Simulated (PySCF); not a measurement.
# LiSb⁺: frontier orbitals

PBE at R = 2.960 Å; Li aug-cc-pVDZ, Sb aug-cc-pVDZ-PP with ECP28; scalar-relativistic core potentials (PySCF 2.14). State: ⁴Σ⁻ (quartet), unpaired electrons σ ↑, π ↑↑. Only the outer orbitals are listed, counted within each symmetry, core potentials removing the inner ones.

| spin | orbital | occ. | ε (eV) | on Li (%) | main shells (%) |
| --- | --- | --- | --- | --- | --- |
| α | 5σ | 1 | -18.54 | 5 | 95 Sb s |
| α | 6σ | 1 | -11.07 | 27 | 72 Sb p, 14 Li s, 10 Li p |
| α | 3π | 1 | -10.22 | 2 | 98 Sb p |
| α | 3π | 1 | -10.22 | 2 | 98 Sb p |
| α | 7σ | 0 | -6.38 | 79 | 72 Li s, 8 Sb p, 8 Sb s |
| α | 4π | 0 | -5.25 | 90 | 89 Li p, 8 Sb d |
| α | 4π | 0 | -5.25 | 90 | 89 Li p, 8 Sb d |
| β | 5σ | 1 | -16.72 | 5 | 95 Sb s |
| β | 6σ | 0 | -9.22 | 34 | 65 Sb p, 21 Li s, 12 Li p |
| β | 3π | 0 | -8.27 | 4 | 96 Sb p |
| β | 3π | 0 | -8.27 | 4 | 96 Sb p |

Problem. Which are the highest filled and the lowest empty level, where do they sit, and how wide is the gap?

Solution. Highest filled α 3π at -10.22 eV (in %: 98 Sb p); lowest empty β 6σ at -9.22 eV (in %: 65 Sb p, 21 Li s, 12 Li p); the gap at PBE is 1.00 eV.

* bond order (Mayer): 0.62
* ⟨S²⟩: 3.751
* charge on Li (Mulliken, basis-dependent): 0.59
* charge on Li (Löwdin, basis-dependent): 0.55
* dipole moment (positive dipole points towards Sb; it is taken about the centre of mass and depends on that origin): -9.79 D
* polarisability along the bond: 55.5 bohr³
* polarisability across the bond: 42.1 bohr³

Spin–orbit coupling is left out. The state was picked by a PBE0 search and need not be the measured ground state.
